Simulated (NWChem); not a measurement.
System: TiF₄; SMILES [F][Ti]([F])([F])[F]

Here is an NWChem input.

```
start job
memory heap 200 mb stack 900 mb global 1100 mb
geometry units angstroms noautosym nocenter noautoz
  Ti     0.000047     0.000031     0.000010
  F      1.134624     0.813297    -1.014868
  F      0.838325    -1.092282     1.040533
  F     -1.117977    -0.879830    -0.976793
  F     -0.854997     1.158770     0.951128
end
basis spherical
  * library 6-31g*
end
dft
  xc b3lyp
  iterations 150
end
property
  shielding 2 1 2
end
task dft property
```

NWChem printed, in part:

```
             Northwest Computational Chemistry Package (NWChem) 7.3.0
             --------------------------------------------------------

                             Geometry "geometry" -> ""
                             -------------------------

 Output coordinates in angstroms (scale by  1.889725989 to convert to a.u.)

  No.       Tag          Charge          X              Y              Z
 ---- ---------------- ---------- -------------- -------------- --------------
    1 Ti                  22.0000     0.00004700     0.00003100     0.00001000
    2 F                    9.0000     1.13462400     0.81329700    -1.01486800
    3 F                    9.0000     0.83832500    -1.09228200     1.04053300
    4 F                    9.0000    -1.11797700    -0.87983000    -0.97679300
    5 F                    9.0000    -0.85499700     1.15877000     0.95112800

 Effective nuclear repulsion energy (a.u.)     334.1004300936

                              NWChem Property Module
                              ----------------------

  itol2e modified to match energy
  convergence criterion.

                                 NWChem DFT Module
                                 -----------------

 Summary of "ao basis" -> "ao basis" (spherical)
 ------------------------------------------------------------------------------
       Tag                 Description            Shells   Functions and Types
 ---------------- ------------------------------  ------  ---------------------
 Ti                          6-31g*                 12       34   5s4p2d1f
 F                           6-31g*                  6       14   3s2p1d

  itol2e modified to match energy
  convergence criterion.

            General Information
            -------------------
          SCF calculation type: DFT
          Wavefunction type:  closed shell.
          No. of atoms     :     5
          No. of electrons :    58
           Alpha electrons :    29
            Beta electrons :    29
          Charge           :     0
          Spin multiplicity:     1
          Use of symmetry is: off; symmetry adaption is: off
          Maximum number of iterations: 150
          AO basis - number of functions:    90
                     number of shells:    36
          Convergence on energy requested:  1.00D-07
          Convergence on density requested:  1.00D-05
          Convergence on gradient requested:  5.00D-04

              XC Information
              --------------
                         B3LYP Method XC Potential
                     Hartree-Fock (Exact) Exchange  0.200
                        Slater Exchange Functional  0.800 local
                    Becke 1988 Exchange Functional  0.720 non-local
              Lee-Yang-Parr Correlation Functional  0.810
                  VWN I RPA Correlation Functional  0.190 local

             Grid Information
             ----------------
          Grid used for XC integration:  fine
          Radial quadrature: Mura-Knowles
          Angular quadrature: Lebedev.
          Tag              B.-S. Rad. Rad. Pts. Rad. Cut. Ang. Pts.
          ---              ---------- --------- --------- ---------
          Ti                  1.40      140          10.0       974
          F                   0.50       70           7.0       590
          Grid pruning is: on
          Number of quadrature shells:   420
          Spatial weights used:  Erf1

[...]

          -----------------------------------------
          Chemical Shielding Tensors (GIAO, in ppm)
          -----------------------------------------

                                NWChem CPHF Module
                                ------------------

  scftype          =     RHF
  nclosed          =       29
  nopen            =        0
  variables        =     1769
  # of vectors     =        3
  tolerance        = 0.10D-03
  level shift      = 0.00D+00
  max iterations   =       50
  max subspace     =       30

 SCF residual:    3.7908074115643218E-006

Iterative solution of linear equations
  No. of variables     1769
  No. of equations        3
  Maximum subspace       30
        Iterations       50
       Convergence  1.0D-04

   iter   nsub   residual    time
   ----  ------  --------  ---------
     1      3    8.37D-01      32.3
     2      6    2.06D-02      34.9
     3      9    7.85D-04      37.5
     4     12    4.88D-05      40.1

      Atom:    1  Ti
        Diamagnetic
   1604.9774      0.0001     -0.0001
      0.0001   1604.9784      0.0005
     -0.0001      0.0005   1604.9784

        Paramagnetic
  -1462.9369     -0.0052     -0.0494
     -0.0052  -1462.9084     -0.0477
     -0.0494     -0.0477  -1462.9033

        Total Shielding Tensor
    142.0405     -0.0051     -0.0495
     -0.0051    142.0700     -0.0473
     -0.0495     -0.0473    142.0751

           isotropic =     142.0619
          anisotropy =       0.1068

          Principal Components and Axis System
                 1           2           3
              142.1331    142.0616    141.9909

      1        -0.3744     -0.6475      0.6638
      2        -0.5363      0.7351      0.4147
      3         0.7565      0.2007      0.6225

      Atom:    2  F
        Diamagnetic
    474.2566      8.4508    -10.5457
      8.4508    468.5246     -7.5592
    -10.5457     -7.5592    471.9002

        Paramagnetic
   -542.4606    220.6933   -275.4003
    220.6933   -692.1783   -197.4220
   -275.4003   -197.4220   -604.0123

        Total Shielding Tensor
    -68.2040    229.1441   -285.9460
    229.1441   -223.6536   -204.9812
   -285.9460   -204.9812   -132.1120

           isotropic =    -141.3232
          anisotropy =    -369.8838

          Principal Components and Axis System
                 1           2           3
             -387.9124   -387.8793    351.8220

      1        -0.0789      0.7494      0.6574
      2         0.8191     -0.3271      0.4712
      3         0.5682      0.5756     -0.5880
```

Level: B3LYP/6-31G* (spherical d), GIAO. Coordinates come from a PBE0/def2-SVP optimisation. The printed shielding anisotropy is the first printed principal value minus the mean of the other two.
